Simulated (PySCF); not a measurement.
C₆H₉FO.
Numbering: `[CH3:1][C@@H:2]1[CH2:3][CH2:4][C@@H:5]1[C:6](=[O:7])[F:8]` (hydrogens: H9, H10, H11 on C1; H12 on C2; H13, H14 on C3; H15, H16 on C4; H17 on C5)

Theory: TDDFT CAM-B3LYP/def2-SVPD, vertical, gas phase, core orbitals frozen in the response (PySCF 2.14.0, density-fitted response routines). Isolated species at its GFN2-xTB geometry (one conformer only).

```
state  E (eV)  ν̃ (cm⁻¹)       f  main configurations (H = HOMO, L = LUMO)
   S1    6.01      48510  0.0026       H→L (52%), H-1→L (16%), H-3→L (13%)
   S2    7.57      61020  0.0039                    H-1→L (74%), H→L (13%)
   S3    7.78      62740   0.064       H-2→L (52%), H→L (28%), H-3→L (14%)
   S4    8.18      66010  0.0075                  H-3→L (52%), H-2→L (30%)
   S5    8.54      68860   0.017                H→L+1 (56%), H-1→L+1 (30%)
   S6    8.66      69820   0.023   H-1→L+1 (40%), H→L+1 (22%), H-4→L (15%)
   S7    8.76      70630   0.080                H-4→L (58%), H-1→L+1 (14%)
   S8    8.84      71290  0.0076                             H-2→L+1 (70%)
```

Triplets (Tamm–Dancoff): T1 5.44 eV, H→L (53%), H-1→L (16%), H-3→L (12%); T2 6.51 eV, H-6→L (27%), H-5→L (23%), H-2→L (18%); T3 7.39 eV, H-1→L (72%), H→L (14%).

The lowest singlet lies at 6.01 eV (206 nm, ultraviolet) and is very weak; its leading configuration is HOMO→LUMO (52%). The most intense listed level is S7 at 8.76 eV (142 nm, f = 0.080), 2.74 eV above S1. Löwdin shares by element: HOMO carbon 36% or more, oxygen 30% (atoms not listed hold the other 34%); LUMO carbon 41% or more, oxygen 29%, fluorine 8% (atoms not listed hold the other 22%). The oscillator strengths of these states sum to 0.205; summed over the whole spectrum of an exact calculation they would give the number of electrons, 62 (Thomas–Reiche–Kuhn). Orbital energies (eV): HOMO-3 -11.07, HOMO-2 -10.64, HOMO-1 -10.42, HOMO -10.27, LUMO 0.55, LUMO+1 1.20, LUMO+2 1.80. Of the 8 states listed, 4 reach f = 0.01 and none stays under 0.0005. No computed singlet lies in the visible range (380 to 750 nm); the lowest, at 206 nm, stands 2.75 eV above its violet end (3.26 eV). Only the lowest 8 singlets were computed, as vertical energies without vibronic structure.
